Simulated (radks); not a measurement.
Values are calculated unless marked as measured or tabulated.
Ga3+, configuration [Ar] 3d10. Code: a radial shooting solver on a logarithmic mesh with Libxc functionals. Model: non-relativistic Kohn-Sham, PBE, spin-polarised, spherical densities, point nucleus.

Radial electron density D(r) = 4 pi r^2 rho(r):

| r (bohr) | D(r) (e/bohr) |
|---|---|
| 0.005348 | 5.261 |
| 0.006798 | 7.772 |
| 0.008573 | 11.07 |
| 0.0109 | 15.50 |
| 0.01385 | 20.88 |
| 0.01761 | 26.80 |
| 0.02239 | 32.39 |
| 0.02824 | 36.28 |
| 0.0359 | 37.55 |
| 0.04563 | 35.69 |
| 0.05801 | 32.17 |
| 0.07316 | 30.25 |
| 0.093 | 32.68 |
| 0.1182 | 38.92 |
| 0.1503 | 43.45 |
| 0.1911 | 40.28 |
| 0.241 | 30.67 |
| 0.3063 | 22.31 |
| 0.3894 | 22.11 |
| 0.495 | 26.04 |
| 0.6243 | 25.53 |
| 0.7936 | 18.66 |
| 1.009 | 10.21 |
| 1.283 | 4.330 |
| 1.63 | 1.463 |
| 2.056 | 0.4028 |
| 2.614 | 0.07408 |

D(r) has 3 maxima, at r = 0.0350, 0.156, 0.549 bohr, and minima at 0.0737, 0.345 bohr, inside which lie 2.10, 10.98 electrons.
